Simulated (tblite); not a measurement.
C₅H₅FOS (charge -1 and doublet state).
Atom-mapped SMILES: `[O-:1][CH:2][CH2:3][CH2:4][C:5]([F:6])=[C:7]=[S:8]` (hydrogens: H9 on C2; H10, H11 on C3; H12, H13 on C4)

Structure used (GFN2-xTB), in Å, numbered top down from 1:
```xyz
13
C5H5FOS angstrom
O     -3.1163   -0.1943   -0.1952
C     -2.0424   -0.6783    0.1373
C     -0.7390   -0.4886   -0.5578
C      0.1137    0.4733    0.3000
C      1.4823    0.7031   -0.2962
F      1.3828    1.3877   -1.5220
C      2.6580    0.3967    0.1747
S      3.4787   -0.3298    1.3740
H     -1.9639   -1.2617    1.0778
H     -0.2056   -1.4382   -0.6476
H     -0.8898   -0.0544   -1.5471
H      0.2510    0.0550    1.2984
H     -0.4140    1.4298    0.3863
```

Calculated harmonic vibrations of the isolated species, GFN2-xTB (tblite), most abundant isotopes, no scaling. This tight-binding method is rough: wavenumbers can miss measured ones by several per cent, in bad cases by 10 to 20. One conformer, not necessarily the lowest. Open shells enter through the occupations alone, without spin polarisation, and single modes of such species can be off by tens of per cent.

Harmonic wavenumbers (cm⁻¹): 40.0, 52.9, 88.1, 134.5, 162.1, 250.7, 283.6, 352.2, 420.0, 433.3, 509.4, 714.3, 799.7, 805.0, 931.4, 991.0, 998.9, 1032.5, 1088.8, 1142.7, 1225.3, 1251.2, 1295.9, 1375.5, 1456.4, 1459.5, 1665.2, 1750.4, 2719.4, 2917.9, 2954.2, 2986.5, 3000.9.

A = 3274, B = 709.2, C = 603.1 MHz; mass 132.005 u (most abundant isotopes); point group C1, symmetry number 1; spin multiplicity 2.

Q: Zero-point energy?

A: Half the sum of the wavenumbers: 18645 cm⁻¹ = 223.04 kJ/mol.

Q: Entropy at 500 K, 1 bar (ideal gas, RRHO, classical rotation)?

A: Translation 180.50, rotation 131.21, vibration 177.60, spin (R ln 2) 5.76: S = 495.1 J/(mol K).

Q: And Cp and H(500 K) − H(0)?

A: Cp = 181.64 J/(mol K), of which vibrations give 148.38 (their classical limit is 33 R = 274.4); H(500 K) − H(0) = 58.58 kJ/mol without the zero-point energy, 41.95 from vibrations.

Q: What must be added to the electronic energy to get the Gibbs energy at 500 K and 1 bar?

A: ZPE + [H(500 K) − H(0)] − T·S = 223.04 + 58.58 − 247.54 = 34.08 kJ/mol.

Q: Which modes carry the vibrational entropy at 500 K?

A: 40.0 cm⁻¹: 26.29; 52.9 cm⁻¹: 23.97; 88.1 cm⁻¹: 19.75; 134.5 cm⁻¹: 16.26; 162.1 cm⁻¹: 14.73; 250.7 cm⁻¹: 11.21 J/(mol K); the other 27 give 65.39 together.

Hindered rotation and anharmonicity are outside this model. Other conformers, if any are populated, would add a mixing term that is left out. The structure is chiral; the term R ln 2 for an equal mix with its mirror image is left out.
